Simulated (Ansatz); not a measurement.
Ansatz (a program for electronic structure) input (CCSD(T)/aug-cc-pV(D+d)Z):
A basis named .json is the Basis Set Exchange file of that set.

Ansatz 0.2 input:
```yaml
crystal:
  periodic: [false, false, false]
  atoms:
    - {symbol: Si, position_ang: [0.73510668, 0.15570204, -0.60653312]}
    - {symbol: C, position_ang: [2.18829038, -0.96965096, -0.30218825]}
    - {symbol: Cl, position_ang: [0.71397531, 1.60215308, 0.89501286]}
    - {symbol: N, position_ang: [-0.68936254, -0.78194384, -0.68358238]}
    - {symbol: Si, position_ang: [-2.21375390, -0.90494979, 0.11177911]}
    - {symbol: H, position_ang: [0.82579771, 0.89456667, -1.88315047]}
    - {symbol: H, position_ang: [2.26658212, -1.70968385, -1.09963051]}
    - {symbol: H, position_ang: [3.10702033, -0.38192993, -0.26770636]}
    - {symbol: H, position_ang: [2.07693848, -1.48920921, 0.65027209]}
    - {symbol: H, position_ang: [-2.16835159, -0.54091891, 1.54841452]}
    - {symbol: H, position_ang: [-2.75054645, -2.27706693, -0.02901983]}
    - {symbol: H, position_ang: [-3.09816428, 0.04862114, -0.60963558]}
basis:
  gaussian:
    orbitals: aug-cc-pV_D+d_Z.json
magnetization: {spin_polarized: true, initial_magnetization: 1}
correlation: {method: ccsd_t, electrons: outside_noble_gas}
output: {forces: true}
```

Output:

```
Functional definition: HF
integrals: 1.79 GiB planned
2047 factors; integrals over basis functions are off by at most 1.0e-3 eV
1.18 GiB of device memory are held for the factors and their scratch space
mean field: 1.80 GiB planned
mean field evaluation 1: about -30847.0839 eV, gradient 3.0e1 eV
mean field evaluation 2: about -30847.0865 eV, gradient 3.0e1 eV
mean field evaluation 4: about -30853.4023 eV, gradient 4.2e0 eV
mean field evaluation 8: about -30853.7811 eV, gradient 3.2e-1 eV
mean field evaluation 16: about -30853.3987 eV, gradient 4.2e0 eV
mean field evaluation 32: about -30846.0366 eV, gradient 3.1e1 eV
mean field evaluation 64: about -30853.1652 eV, gradient 7.5e-3 eV
mean field evaluation 96: about -30851.7982 eV, gradient 7.8e0 eV
mean field evaluation 128: about -30853.1652 eV, gradient 2.3e-3 eV
mean field -30853.78341693 eV, -1133.8556271268 hartree, gradient 2.6e-6 eV, S^2 0.760377; 5 other end points of the search recorded, 0 dependent functions left out
determinant -30853.78341693 eV, -1133.8556271268 hartree, with singles and doubles -30873.46067235 eV, -1134.5787529255 hartree
determinant -30853.16524866 eV, -1133.8329098618 hartree, with singles and doubles -30872.82823892 eV, -1134.5555114258 hartree
17 core orbitals not correlated
reference -30853.78341693 eV, -1133.8556271268 hartree; 16, 15 occupied and 172, 173 virtual orbitals, 2047 factors
densities: 12.88 GiB planned
second order -17.55393814 eV of doubles, -0.00000000 eV of singles
coupled cluster: 9.35 GiB planned
cycle   1  -19.61101140 eV  change   -6.0e-1 eV  update   3.0e-2
cycle   2  -19.64226741 eV  change   -3.1e-2 eV  update   7.7e-3
cycle   3  -19.64722246 eV  change   -5.0e-3 eV  update   3.7e-3
cycle   4  -19.64965106 eV  change   -2.4e-3 eV  update   1.5e-3
cycle   5  -19.65038792 eV  change   -7.4e-4 eV  update   7.9e-4
cycle   6  -19.65092006 eV  change   -5.3e-4 eV  update   4.3e-4
cycle   7  -19.65114673 eV  change   -2.3e-4 eV  update   1.7e-4
cycle   8  -19.65120565 eV  change   -5.9e-5 eV  update   9.1e-5
cycle   9  -19.65120096 eV  change    4.7e-6 eV  update   6.1e-5
cycle  10  -19.65119019 eV  change    1.1e-5 eV  update   5.2e-5
cycle  11  -19.65118701 eV  change    3.2e-6 eV  update   4.6e-5
cycle  12  -19.65118587 eV  change    1.1e-6 eV  update   3.8e-5
cycle  13  -19.65119241 eV  change   -6.5e-6 eV  update   2.8e-5
cycle  14  -19.65118885 eV  change    3.6e-6 eV  update   1.7e-5
cycle  15  -19.65119049 eV  change   -1.6e-6 eV  update   9.3e-6
cycle  16  -19.65119050 eV  change   -1.5e-8 eV  update   4.8e-6
cycle  17  -19.65119061 eV  change   -1.1e-7 eV  update   2.6e-6
cycle  18  -19.65119112 eV  change   -5.1e-7 eV  update   1.3e-6
cycle  19  -19.65119108 eV  change    4.5e-8 eV  update   7.2e-7
cycle  20  -19.65119099 eV  change    8.7e-8 eV  update   3.6e-7
cycle  21  -19.65119095 eV  change    4.0e-8 eV  update   2.0e-7
perturbative correction -0.62015016 eV, -0.0227900981 hartree
the calculation of the forces begins
0.78 GiB of device memory are held for the factors and their scratch space
Total energy: -30874.05475805 eV, -1134.6005851724 hartree
Atom 0 at     0.735107     0.155702    -0.606533 Å, force     0.503849     0.334377    -0.080367 eV/Å
Atom 1 at     2.188290    -0.969651    -0.302188 Å, force    -0.245317     0.199777    -0.064266 eV/Å
Atom 2 at     0.713975     1.602153     0.895013 Å, force     0.013166     0.221053     0.216853 eV/Å
Atom 3 at    -0.689363    -0.781944    -0.683582 Å, force     0.113502    -0.465062    -0.507695 eV/Å
Atom 4 at    -2.213754    -0.904950     0.111779 Å, force    -0.740638    -0.002425     0.364668 eV/Å
Atom 5 at     0.825798     0.894567    -1.883150 Å, force    -0.007169     0.068828    -0.101522 eV/Å
Atom 6 at     2.266582    -1.709684    -1.099631 Å, force     0.039944    -0.339703    -0.359722 eV/Å
Atom 7 at     3.107020    -0.381930    -0.267706 Å, force     0.423049     0.252920     0.022800 eV/Å
Atom 8 at     2.076938    -1.489209     0.650272 Å, force    -0.041449    -0.245104     0.444094 eV/Å
Atom 9 at    -2.168352    -0.540919     1.548415 Å, force     0.017428     0.018689     0.130833 eV/Å
Atom 10 at    -2.750546    -2.277067    -0.029020 Å, force    -0.023012    -0.113495    -0.006114 eV/Å
Atom 11 at    -3.098164     0.048621    -0.609636 Å, force    -0.053353     0.070145    -0.059560 eV/Å
Dipole moment:     0.082094    -0.251720    -0.080857 e Å
```

It need not be the lowest isomer of its formula.
